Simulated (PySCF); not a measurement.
CH6AlFGe, SMILES [F][Al]([GeH3])[CH3]. Atoms are numbered in the order given.

```xyz
10

Al     0.3183     0.5457    -0.8557
F      1.9603     0.5399    -1.1831
Ge    -0.3766    -0.7218     1.1438
H     -0.3753    -2.2425     0.8746
H      0.5551    -0.4819     2.3489
H     -1.8084    -0.3524     1.5875
C     -0.8256     1.5144    -2.0925
H     -1.8647     1.5992    -1.7386
H     -0.8447     1.0040    -3.0709
H     -0.4376     2.5306    -2.2741
```
Charge 0, spin multiplicity 1.

The structure is a stationary point at PBE0-D3(BJ)/def2-SVP. The structure was generated by enumeration; whether it is a known compound was not checked.

Level of theory: PySCF with PBE0-D3(BJ)/def2-SVP.

Frequencies are harmonic and unscaled.

A small imaginary wavenumber (i) marks a very flat motion, where grid noise or a shallow saddle decides the sign.

```json
[
 {"mode": "1", "ν (cm⁻¹)": "23i", "IR (km/mol)": "0.0", "moving atoms (share of kinetic energy)": "H 99 %"},
 {"mode": "2", "ν (cm⁻¹)": "15i", "IR (km/mol)": "0.1", "moving atoms (share of kinetic energy)": "H 93 %"},
 {"mode": "3", "ν (cm⁻¹)": "111", "IR (km/mol)": "3.1", "moving atoms (share of kinetic energy)": "C 27 %, H 23 %, F 22 %, Al 21 %"},
 {"mode": "4", "ν (cm⁻¹)": "172", "IR (km/mol)": "15.2", "moving atoms (share of kinetic energy)": "F 50 %, Ge 21 %, C 14 %, H 13 %"},
 {"mode": "5", "ν (cm⁻¹)": "179", "IR (km/mol)": "23.4", "moving atoms (share of kinetic energy)": "Al 54 %, H 23 %, F 16 %"},
 {"mode": "6", "ν (cm⁻¹)": "315", "IR (km/mol)": "15.0", "moving atoms (share of kinetic energy)": "Al 42 %, Ge 22 %, C 15 %, H 11 %, F 11 %"},
 {"mode": "7", "ν (cm⁻¹)": "391", "IR (km/mol)": "3.3", "moving atoms (share of kinetic energy)": "H 89 %"},
 {"mode": "8", "ν (cm⁻¹)": "418", "IR (km/mol)": "7.5", "moving atoms (share of kinetic energy)": "H 88 %"},
 {"mode": "9", "ν (cm⁻¹)": "619", "IR (km/mol)": "30.8", "moving atoms (share of kinetic energy)": "H 73 %, C 18 %, Al 8 %"},
 {"mode": "10", "ν (cm⁻¹)": "647", "IR (km/mol)": "46.1", "moving atoms (share of kinetic energy)": "C 38 %, Al 27 %, H 25 %, F 9 %"},
 {"mode": "11", "ν (cm⁻¹)": "684", "IR (km/mol)": "132.3", "moving atoms (share of kinetic energy)": "H 64 %, C 21 %, Al 13 %"},
 {"mode": "12", "ν (cm⁻¹)": "794", "IR (km/mol)": "153.2", "moving atoms (share of kinetic energy)": "H 94 %"},
 {"mode": "13", "ν (cm⁻¹)": "859", "IR (km/mol)": "64.5", "moving atoms (share of kinetic energy)": "F 44 %, Al 41 %, H 13 %"},
 {"mode": "14", "ν (cm⁻¹)": "888", "IR (km/mol)": "44.6", "moving atoms (share of kinetic energy)": "H 96 %"},
 {"mode": "15", "ν (cm⁻¹)": "890", "IR (km/mol)": "56.5", "moving atoms (share of kinetic energy)": "H 93 %"},
 {"mode": "16", "ν (cm⁻¹)": "1209", "IR (km/mol)": "27.6", "moving atoms (share of kinetic energy)": "H 79 %, C 21 %"},
 {"mode": "17", "ν (cm⁻¹)": "1415", "IR (km/mol)": "3.6", "moving atoms (share of kinetic energy)": "H 96 %"},
 {"mode": "18", "ν (cm⁻¹)": "1420", "IR (km/mol)": "2.6", "moving atoms (share of kinetic energy)": "H 95 %"},
 {"mode": "19", "ν (cm⁻¹)": "2128", "IR (km/mol)": "81.7", "moving atoms (share of kinetic energy)": "H 99 %"},
 {"mode": "20", "ν (cm⁻¹)": "2134", "IR (km/mol)": "109.0", "moving atoms (share of kinetic energy)": "H 99 %"},
 {"mode": "21", "ν (cm⁻¹)": "2142", "IR (km/mol)": "112.8", "moving atoms (share of kinetic energy)": "H 99 %"},
 {"mode": "22", "ν (cm⁻¹)": "3045", "IR (km/mol)": "1.4", "moving atoms (share of kinetic energy)": "H 97 %"},
 {"mode": "23", "ν (cm⁻¹)": "3141", "IR (km/mol)": "1.5", "moving atoms (share of kinetic energy)": "H 91 %, C 9 %"},
 {"mode": "24", "ν (cm⁻¹)": "3162", "IR (km/mol)": "2.3", "moving atoms (share of kinetic energy)": "H 91 %, C 9 %"}
]
```
